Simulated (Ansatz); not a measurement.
Consider the ligand exchange at the Si–O bond: `C=CCO[SiH3]` + `[OH][Al]([O][SiH3])[O][SiH3]` → `[SiH3][O][Al]([O][SiH3])[O][SiH3]` + `C=CCO`.

Computed with Ansatz on PBE0-D4/def2-TZVP structures; ΔE is electronic, products minus reactants. CCSD(T)/CBS is the MP2 limit (def2-TZVPP, def2-QZVPP) plus CCSD(T) − MP2 in def2-TZVPP, frozen cores. DFT in def2-TZVPP. One conformer a species, not always the lowest.

`C=CCO[SiH3]`:

Cartesian coordinates in Å:
```
C -0.129 0.464 -2.540
C -0.393 0.809 -1.289
C 0.342 0.281 -0.106
O -0.583 -0.206 0.848
Si -0.105 -0.871 2.273
H -0.669 0.894 -3.375
H 0.643 -0.262 -2.775
H -1.179 1.528 -1.068
H 0.943 1.086 0.343
H 1.034 -0.512 -0.419
H 0.689 0.105 3.073
H 0.746 -2.071 2.038
H -1.340 -1.247 2.997
```

`[OH][Al]([O][SiH3])[O][SiH3]`:

Cartesian coordinates in Å:
```
O -0.329 0.820 -2.527
Al -0.161 0.378 -0.910
O 0.568 -1.080 -0.553
Si 1.305 -2.526 -0.540
O -0.710 1.374 0.320
Si -1.053 1.945 1.803
H -0.738 1.642 -2.793
H 1.342 -3.059 0.847
H 2.699 -2.397 -1.042
H 0.570 -3.489 -1.403
H -2.516 2.185 1.921
H -0.639 0.978 2.854
H -0.336 3.229 2.023
```

`[SiH3][O][Al]([O][SiH3])[O][SiH3]`:

```xyz
16

Si   -2.953    0.333   -1.350
O    -1.419    0.217   -0.832
Al    0.009   -0.004    0.004
O     1.469    0.295   -0.745
Si    2.677    0.675   -1.762
O    -0.024   -0.525    1.589
Si    0.274   -1.006    3.111
H    -3.172    1.662   -1.978
H    -3.903    0.176   -0.216
H    -3.226   -0.729   -2.354
H     3.535    1.725   -1.152
H     3.504   -0.531   -2.031
H     2.138    1.185   -3.051
H    -0.543   -0.205    4.060
H     1.712   -0.826    3.446
H    -0.078   -2.443    3.261
```

`C=CCO`:

Cartesian coordinates in Å:
```
C -1.113 0.279 -1.048
C -0.601 -0.258 0.050
C 0.861 -0.388 0.315
O 1.244 0.253 1.518
H -0.473 0.652 -1.843
H -2.183 0.359 -1.201
H -1.257 -0.620 0.840
H 1.432 -0.007 -0.543
H 1.131 -1.440 0.449
H 0.958 1.169 1.463
```

```
         level  ΔE (kcal/mol)
       PBE0-D4           -6.1
      BHLYP-D4           -7.2
       ωB97X-V           -5.9
        B2PLYP           -6.1
   HF/def2-SVP           -9.6
 HF/def2-TZVPP           -8.2
MP2/def2-TZVPP           -5.7
 HF/def2-QZVPP           -8.4
```

Q: What does CCSD(T)/CBS give? (Best estimate.)

A: Computed: -6.0 kcal/mol. The listed levels differ from it by -0.1, -1.2, 0.1, -0.1, -3.6, -2.2, 0.3, -2.4 kcal/mol.

Largest T1 diagnostic among the species: 0.012.

Leaving LDA and LC-ωPBE aside and taking each functional with its dispersion term where it has one, the values, not all of them listed here, spread over 2.3 kcal/mol, from BHLYP-D4 to revPBE-D4. From BLYP to BHLYP (50 % exact exchange), in def2-TZVPP and without D4, ΔE moves by −1.4 kcal/mol.
